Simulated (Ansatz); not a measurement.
Ansatz (a program for electronic structure) input (HF/3-21G): The .json file is the Basis Set Exchange's 3-21G.

Ansatz 0.2 input:
```yaml
crystal:
  periodic: [false, false, false]
  atoms:
    - {symbol: C, position_ang: [-2.11033064, 0.77532485, -0.10957807]}
    - {symbol: C, position_ang: [-1.30660614, -0.18381263, 0.38911759]}
    - {symbol: C, position_ang: [-0.16038338, -0.78261974, -0.45664624]}
    - {symbol: Si, position_ang: [1.44304876, 0.13465550, 0.01968132]}
    - {symbol: H, position_ang: [-2.84508136, 1.08072208, 0.67601761]}
    - {symbol: H, position_ang: [-1.32933195, -0.61021715, 1.39462886]}
    - {symbol: H, position_ang: [-0.04372058, -1.85794332, -0.31932845]}
    - {symbol: H, position_ang: [-0.38238084, -0.58738995, -1.50043564]}
    - {symbol: H, position_ang: [2.72506396, -0.44047375, -0.56412929]}
    - {symbol: H, position_ang: [1.45021938, 1.56702083, -0.40011633]}
    - {symbol: H, position_ang: [1.68646990, 0.10974941, 1.50046516]}
basis:
  gaussian:
    orbitals: 3-21G.json
hamiltonian:
  xc: {name: HF}
total_charge: -1
phonons: {temperatures: {t_min: 298.15, t_max: 298.15, t_step: 100}}
```

Output:

```
Functional definition: HF
integrals: 0.01 GiB planned
721 factors; integrals over basis functions are off by at most 5.0e-4 eV
mean field: 0.13 GiB planned
mean field evaluation 1: about -10998.1744 eV, gradient 2.7e1 eV
mean field evaluation 2: about -10998.3995 eV, gradient 2.7e1 eV
mean field evaluation 4: about -11001.0296 eV, gradient 3.0e0 eV
mean field evaluation 8: about -11001.0985 eV, gradient 1.3e-1 eV
mean field -11001.09858569 eV, -404.2829162117 hartree, gradient 5.2e-5 eV, S^2 0.000000; 0 other end points of the search recorded, 0 dependent functions left out
the calculation of the forces begins
reference -11001.09858569 eV, -404.2829162117 hartree; 20, 20 occupied and 34, 34 virtual orbitals, 721 factors
these checks for a lower state are left out or cut short: stability, starts, cluster_reference, orbital_swaps, neighbouring_geometries, increment
integrals: 0.01 GiB planned
721 factors; integrals over basis functions are off by at most 4.9e-4 eV
mean field: 0.13 GiB planned
mean field evaluation 16: about -11001.0985 eV, gradient 1.6e-3 eV
mean field -11001.09847161 eV, -404.2829120194 hartree, gradient 1.3e-6 eV, S^2 0.000000; 0 other end points of the search recorded, 0 dependent functions left out
the calculation of the forces begins
reference -11001.09847161 eV, -404.2829120194 hartree; 20, 20 occupied and 34, 34 virtual orbitals, 721 factors
these checks for a lower state are left out or cut short: stability, starts, cluster_reference, orbital_swaps, neighbouring_geometries, increment
integrals: 0.01 GiB planned
721 factors; integrals over basis functions are off by at most 5.0e-4 eV
mean field: 0.13 GiB planned
mean field -11001.09847678 eV, -404.2829122092 hartree, gradient 1.3e-6 eV, S^2 0.000000; 0 other end points of the search recorded, 0 dependent functions left out
the calculation of the forces begins
reference -11001.09847678 eV, -404.2829122092 hartree; 20, 20 occupied and 34, 34 virtual orbitals, 721 factors
these checks for a lower state are left out or cut short: stability, starts, cluster_reference, orbital_swaps, neighbouring_geometries, increment
integrals: 0.01 GiB planned
721 factors; integrals over basis functions are off by at most 5.0e-4 eV
mean field: 0.13 GiB planned
mean field evaluation 32: about -11000.8203 eV, gradient 1.7e-3 eV
mean field -11001.09848805 eV, -404.2829126234 hartree, gradient 1.3e-6 eV, S^2 0.000000; 0 other end points of the search recorded, 0 dependent functions left out
the calculation of the forces begins
reference -11001.09848805 eV, -404.2829126234 hartree; 20, 20 occupied and 34, 34 virtual orbitals, 721 factors
these checks for a lower state are left out or cut short: stability, starts, cluster_reference, orbital_swaps, neighbouring_geometries, increment
integrals: 0.01 GiB planned
721 factors; integrals over basis functions are off by at most 4.9e-4 eV
mean field: 0.13 GiB planned
mean field -11001.09847296 eV, -404.2829120689 hartree, gradient 1.3e-6 eV, S^2 0.000000; 0 other end points of the search recorded, 0 dependent functions left out
the calculation of the forces begins
reference -11001.09847296 eV, -404.2829120689 hartree; 20, 20 occupied and 34, 34 virtual orbitals, 721 factors
these checks for a lower state are left out or cut short: stability, starts, cluster_reference, orbital_swaps, neighbouring_geometries, increment
integrals: 0.01 GiB planned
721 factors; integrals over basis functions are off by at most 5.0e-4 eV
mean field: 0.13 GiB planned
mean field -11001.09849515 eV, -404.2829128844 hartree, gradient 1.3e-6 eV, S^2 0.000000; 0 other end points of the search recorded, 0 dependent functions left out
the calculation of the forces begins
reference -11001.09849515 eV, -404.2829128844 hartree; 20, 20 occupied and 34, 34 virtual orbitals, 721 factors
these checks for a lower state are left out or cut short: stability, starts, cluster_reference, orbital_swaps, neighbouring_geometries, increment
integrals: 0.01 GiB planned
721 factors; integrals over basis functions are off by at most 4.9e-4 eV
mean field: 0.13 GiB planned
mean field evaluation 64: about -11001.0985 eV, gradient 5.1e-5 eV
mean field -11001.09849447 eV, -404.2829128595 hartree, gradient 1.3e-6 eV, S^2 0.000000; 0 other end points of the search recorded, 0 dependent functions left out
the calculation of the forces begins
reference -11001.09849447 eV, -404.2829128595 hartree; 20, 20 occupied and 34, 34 virtual orbitals, 721 factors
these checks for a lower state are left out or cut short: stability, starts, cluster_reference, orbital_swaps, neighbouring_geometries, increment
integrals: 0.01 GiB planned
721 factors; integrals over basis functions are off by at most 5.0e-4 eV
mean field: 0.13 GiB planned
[...]
integrals: 0.01 GiB planned
721 factors; integrals over basis functions are off by at most 5.0e-4 eV
mean field: 0.13 GiB planned
mean field -11001.09857903 eV, -404.2829159669 hartree, gradient 1.3e-6 eV, S^2 0.000000; 0 other end points of the search recorded, 0 dependent functions left out
the calculation of the forces begins
reference -11001.09857903 eV, -404.2829159669 hartree; 20, 20 occupied and 34, 34 virtual orbitals, 721 factors
these checks for a lower state are left out or cut short: stability, starts, cluster_reference, orbital_swaps, neighbouring_geometries, increment
integrals: 0.01 GiB planned
721 factors; integrals over basis functions are off by at most 5.0e-4 eV
mean field: 0.13 GiB planned
mean field evaluation 512: about -11001.0986 eV, gradient 4.9e-3 eV
mean field -11001.09857709 eV, -404.2829158955 hartree, gradient 1.3e-6 eV, S^2 0.000000; 0 other end points of the search recorded, 0 dependent functions left out
the calculation of the forces begins
reference -11001.09857709 eV, -404.2829158955 hartree; 20, 20 occupied and 34, 34 virtual orbitals, 721 factors
these checks for a lower state are left out or cut short: stability, starts, cluster_reference, orbital_swaps, neighbouring_geometries, increment
integrals: 0.01 GiB planned
721 factors; integrals over basis functions are off by at most 5.0e-4 eV
mean field: 0.13 GiB planned
mean field -11001.09853409 eV, -404.2829143153 hartree, gradient 1.3e-6 eV, S^2 0.000000; 0 other end points of the search recorded, 0 dependent functions left out
the calculation of the forces begins
reference -11001.09853409 eV, -404.2829143153 hartree; 20, 20 occupied and 34, 34 virtual orbitals, 721 factors
these checks for a lower state are left out or cut short: stability, starts, cluster_reference, orbital_swaps, neighbouring_geometries, increment
integrals: 0.01 GiB planned
721 factors; integrals over basis functions are off by at most 5.0e-4 eV
mean field: 0.13 GiB planned
mean field -11001.09853246 eV, -404.2829142557 hartree, gradient 1.3e-6 eV, S^2 0.000000; 0 other end points of the search recorded, 0 dependent functions left out
the calculation of the forces begins
reference -11001.09853246 eV, -404.2829142557 hartree; 20, 20 occupied and 34, 34 virtual orbitals, 721 factors
these checks for a lower state are left out or cut short: stability, starts, cluster_reference, orbital_swaps, neighbouring_geometries, increment
integrals: 0.01 GiB planned
721 factors; integrals over basis functions are off by at most 5.0e-4 eV
mean field: 0.13 GiB planned
mean field -11001.09857458 eV, -404.2829158033 hartree, gradient 1.3e-6 eV, S^2 0.000000; 0 other end points of the search recorded, 0 dependent functions left out
the calculation of the forces begins
reference -11001.09857458 eV, -404.2829158033 hartree; 20, 20 occupied and 34, 34 virtual orbitals, 721 factors
these checks for a lower state are left out or cut short: stability, starts, cluster_reference, orbital_swaps, neighbouring_geometries, increment
integrals: 0.01 GiB planned
721 factors; integrals over basis functions are off by at most 5.0e-4 eV
mean field: 0.13 GiB planned
mean field evaluation 544: about -11000.8180 eV, gradient 7.4e-1 eV
mean field -11001.09857470 eV, -404.2829158079 hartree, gradient 1.3e-6 eV, S^2 0.000000; 0 other end points of the search recorded, 0 dependent functions left out
the calculation of the forces begins
reference -11001.09857470 eV, -404.2829158079 hartree; 20, 20 occupied and 34, 34 virtual orbitals, 721 factors
these checks for a lower state are left out or cut short: stability, starts, cluster_reference, orbital_swaps, neighbouring_geometries, increment
integrals: 0.01 GiB planned
721 factors; integrals over basis functions are off by at most 5.0e-4 eV
mean field: 0.13 GiB planned
mean field -11001.09857607 eV, -404.2829158581 hartree, gradient 1.3e-6 eV, S^2 0.000000; 0 other end points of the search recorded, 0 dependent functions left out
the calculation of the forces begins
reference -11001.09857607 eV, -404.2829158581 hartree; 20, 20 occupied and 34, 34 virtual orbitals, 721 factors
these checks for a lower state are left out or cut short: stability, starts, cluster_reference, orbital_swaps, neighbouring_geometries, increment
integrals: 0.01 GiB planned
721 factors; integrals over basis functions are off by at most 5.0e-4 eV
mean field: 0.13 GiB planned
mean field -11001.09857740 eV, -404.2829159069 hartree, gradient 1.3e-6 eV, S^2 0.000000; 0 other end points of the search recorded, 0 dependent functions left out
the calculation of the forces begins
reference -11001.09857740 eV, -404.2829159069 hartree; 20, 20 occupied and 34, 34 virtual orbitals, 721 factors
these checks for a lower state are left out or cut short: stability, starts, cluster_reference, orbital_swaps, neighbouring_geometries, increment
integrals: 0.01 GiB planned
721 factors; integrals over basis functions are off by at most 5.0e-4 eV
mean field: 0.13 GiB planned
mean field evaluation 576: about -11001.0986 eV, gradient 2.2e-6 eV
mean field -11001.09857871 eV, -404.2829159553 hartree, gradient 1.3e-6 eV, S^2 0.000000; 0 other end points of the search recorded, 0 dependent functions left out
the calculation of the forces begins
reference -11001.09857871 eV, -404.2829159553 hartree; 20, 20 occupied and 34, 34 virtual orbitals, 721 factors
these checks for a lower state are left out or cut short: stability, starts, cluster_reference, orbital_swaps, neighbouring_geometries, increment
integrals: 0.01 GiB planned
721 factors; integrals over basis functions are off by at most 5.0e-4 eV
mean field: 0.13 GiB planned
mean field -11001.09857837 eV, -404.2829159425 hartree, gradient 1.3e-6 eV, S^2 0.000000; 0 other end points of the search recorded, 0 dependent functions left out
the calculation of the forces begins
reference -11001.09857837 eV, -404.2829159425 hartree; 20, 20 occupied and 34, 34 virtual orbitals, 721 factors
these checks for a lower state are left out or cut short: stability, starts, cluster_reference, orbital_swaps, neighbouring_geometries, increment
integrals: 0.01 GiB planned
721 factors; integrals over basis functions are off by at most 5.0e-4 eV
mean field: 0.13 GiB planned
mean field -11001.09853238 eV, -404.2829142526 hartree, gradient 1.3e-6 eV, S^2 0.000000; 0 other end points of the search recorded, 0 dependent functions left out
the calculation of the forces begins
reference -11001.09853238 eV, -404.2829142526 hartree; 20, 20 occupied and 34, 34 virtual orbitals, 721 factors
these checks for a lower state are left out or cut short: stability, starts, cluster_reference, orbital_swaps, neighbouring_geometries, increment
integrals: 0.01 GiB planned
721 factors; integrals over basis functions are off by at most 5.0e-4 eV
mean field: 0.13 GiB planned
mean field -11001.09853268 eV, -404.2829142634 hartree, gradient 1.3e-6 eV, S^2 0.000000; 0 other end points of the search recorded, 0 dependent functions left out
the calculation of the forces begins
reference -11001.09853268 eV, -404.2829142634 hartree; 20, 20 occupied and 34, 34 virtual orbitals, 721 factors
Total energy: -11001.09858569 eV, -404.2829162117 hartree
Atom 0 at    -2.110331     0.775325    -0.109578 Å, force    -0.001025     0.002918     0.000161 eV/Å
Atom 1 at    -1.306606    -0.183813     0.389118 Å, force     0.000927    -0.001561     0.000041 eV/Å
Atom 2 at    -0.160383    -0.782620    -0.456646 Å, force     0.000230    -0.002189     0.001299 eV/Å
Atom 3 at     1.443049     0.134656     0.019681 Å, force     0.000500    -0.000543     0.000730 eV/Å
Atom 4 at    -2.845081     1.080722     0.676018 Å, force    -0.000172    -0.000787    -0.001265 eV/Å
Atom 5 at    -1.329332    -0.610217     1.394629 Å, force     0.000549    -0.000219     0.000862 eV/Å
Atom 6 at    -0.043721    -1.857943    -0.319328 Å, force    -0.000022     0.001421    -0.000092 eV/Å
Atom 7 at    -0.382381    -0.587390    -1.500436 Å, force    -0.000899     0.000159    -0.001154 eV/Å
Atom 8 at     2.725064    -0.440474    -0.564129 Å, force    -0.000213     0.000480    -0.000415 eV/Å
Atom 9 at     1.450219     1.567021    -0.400116 Å, force     0.000388     0.000252    -0.000029 eV/Å
Atom 10 at     1.686470     0.109749     1.500465 Å, force    -0.000262     0.000068    -0.000137 eV/Å
Dipole moment:     1.145008    -0.548584     0.146804 e Å
Vibrations: 75.61 186.35 253.55 464.30 564.84 619.06 654.65 821.26 896.73 949.37 1010.41 1044.89 1060.82 1120.81 1185.85 1298.88 1302.81 1454.63 1583.36 1627.07 2088.07 2198.20 2244.69 2822.92 3075.34 3142.23 3236.66 cm⁻¹, zero-point energy 2.292676 eV
```

The blocks after the first are displaced geometries, from whose forces the wavenumbers follow.

The dipole moment of an ion depends on the origin.
